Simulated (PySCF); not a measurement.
# How methods differ on the ionisation energy of Rh⁺

Rh⁺ [Kr] 4d8 (3F) → Rh²⁺ [Kr] 4d7 (4F), as a difference of total energies. Computed with PySCF 2.14 in x2c-TZVPall (8s6p6d1f, 63 functions), with scalar relativity by spin-free X2C-1e. Correlated levels: valence: [Kr] frozen. The calculations carry no spin-orbit coupling.

```json
{"method": "UHF", "ionisation energy (eV)": "16.162", "difference from reference (eV)": "-1.918"}
{"method": "MN15", "ionisation energy (eV)": "18.406", "difference from reference (eV)": "+0.326"}
{"method": "PBE", "ionisation energy (eV)": "18.482", "difference from reference (eV)": "+0.402"}
{"method": "MP2 (valence)", "ionisation energy (eV)": "17.434", "difference from reference (eV)": "-0.646"}
{"method": "SCS-MP2 (valence)", "ionisation energy (eV)": "17.444", "difference from reference (eV)": "-0.636"}
```

Reference: 18.08 eV (semi-empirical (NIST evaluation); NIST Atomic Spectra Database, ionization energies).

The reference lies between the lowest fine-structure levels, while these numbers refer to the centres of the terms.

Errors of the correlated levels include the incompleteness of this basis and the frozen core.
